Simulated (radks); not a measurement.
Polarisabilities and homonuclear dispersion coefficients (atomic units). Calculated with a radial shooting solver on a logarithmic mesh with Libxc functionals: non-relativistic Kohn-Sham, LB94 model potential, spin-polarised, spherical densities, point nucleus; open shells are filled with parallel spins first (spin-orbit coupling, left out, can overturn this in heavy ions). Response by self-consistent Sternheimer equations with the Hartree and adiabatic LDA kernel. For heavy and open-shell atoms this level of theory can miss by tens of per cent. "Uncoupled" leaves out the induced potential. Quadrupole and octupole values are given only where no p, d or f shell is open. The Sternheimer factor gamma scales a distant field gradient at the nucleus by 1 - gamma.

species,configuration,alpha1 (bohr^3),"alpha1, uncoupled",alpha2 (bohr^5),alpha3 (bohr^7),C6,C8,Sternheimer gamma,recommended alpha1
Fe+,[Ar] 3d6 4s1,20.80,29.23,-,-,94.42,-,-,-
B3+,[He],0.02021,0.02110,0.003634,0.001636,0.002704,0.002737,0.146,-
Rh,[Kr] 4d8 5s1,44.89,73.36,-,-,359.7,-,-,66 +/- 10
Ru3+,[Kr] 4d5,4.964,7.189,-,-,22.93,-,-,-
B+,[He] 2s2,10.93,21.33,29.61,178.4,28.86,540.6,0.584,-
H,1s1,5.200,5.095,19.78,180.8,7.973,172.6,0.374,4.50711 +/- 3e-05

Recommended values: Schwerdtfeger and Nagle, table of static dipole polarisabilities (2023 update), measured or computed.

Beside tabulated values, note that relativity, absent from the non-relativistic runs, is large for the heavy elements.
